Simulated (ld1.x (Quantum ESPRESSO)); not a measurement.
# Transferability test, RRKJ potential for O (Z = 8)

```
Element                 : O
Generator               : ld1.x (Quantum ESPRESSO) 7.5
Type                    : norm-conserving RRKJ (Kleinman–Bylander form)
Functional              : PBEsol
Relativity              : scalar-relativistic
Frozen core             : [He]
Valence charge          : 6
Reference configuration : 2s2 2p4
Partial waves           : 2p (bound): rc 1.55 bohr; 3d channel at -0.1 Ry: rc 1.65 bohr; 2s (bound): rc 0.95 bohr
Local potential         : the s channel
Core correction         : Bessel-smoothed model core, default radius (core density twice the valence density)
rho0                    : 0.01
```

Energies are relative to the spin-unpolarised reference configuration 2s2 2p4; without spin polarisation the order of configurations can differ from experiment.

```
valence configuration  charge  ΔE all-electron (eV)  error AE − PS (meV)
              2s2 2p3      +1                16.360                  +27
              2s2 2p2      +2                49.837                 +266
              2s2 2p1      +3               103.544                +1130
            2s2 2p4.3    -0.3                -2.107                 +0.4
              2s2 2p0      +4               180.189                +3296
              2s1 2p5       0                14.855                 +5.8
```

What are ΔE and the potential's error for 2s0 2p6?

ΔE = 29.748 eV all-electron; the error (AE − PS) is +25 meV.

Levels in the configuration 2s2 2p0:

| level | all-electron (eV) | pseudo (eV) |
| --- | --- | --- |
| 2s | -102.383 | -101.034 |
